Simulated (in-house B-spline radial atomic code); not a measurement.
A radial electron density 4πr²n(r) was computed for an atom or ion in its tabulated ground configuration with a B-spline radial code for spherical atoms; method: Dirac-Kohn-Sham BLYP, spherical fractional occupations. Columns: r (bohr), 4πr²n(r) (electrons per bohr), bar.

```
 0.00289   0.5333 #
 0.00345   0.7403 #
 0.00412    1.024 ##
 0.00491    1.404 ###
 0.00586    1.917 ###
   0.007    2.604 #####
 0.00835    3.497 ######
 0.00996    4.648 ########
  0.0119    6.116 ###########
  0.0142    7.915 ##############
  0.0169    10.03 ##################
  0.0202    12.52 #######################
  0.0241    15.21 ###########################
  0.0288    17.96 ################################
  0.0344    20.49 #####################################
   0.041    22.43 #########################################
  0.0489    23.47 ##########################################
  0.0584    23.37 ##########################################
  0.0697    22.13 ########################################
  0.0832    20.13 ####################################
  0.0993    18.11 #################################
   0.118    17.02 ###############################
   0.141     17.5 ################################
   0.169    19.66 ####################################
   0.201    22.42 #########################################
    0.24    24.33 ############################################
   0.287    23.79 ###########################################
   0.342    20.36 #####################################
   0.409    14.93 ###########################
   0.488    9.696 ##################
   0.582    6.453 ############
   0.694    5.648 ##########
   0.829    6.226 ###########
   0.989    6.526 ############
    1.18    5.624 ##########
    1.41    3.799 #######
    1.68    1.995 ####
    2.01   0.7741 #
    2.39   0.2287 
    2.86  0.04474 
    3.41 0.005787 
    4.07 0.0004377
```

(1) Which atom or ion is it?
A. Ca4+
B. K4+
C. Ar4+
D. V5+

Results:

(1) A. The area under the curve, ∫4πr²n dr = ∫r·4πr²n d(ln r) on this logarithmic grid, is 16 electrons, which only this option has. The configuration is [Ne] 3s2 3p4.
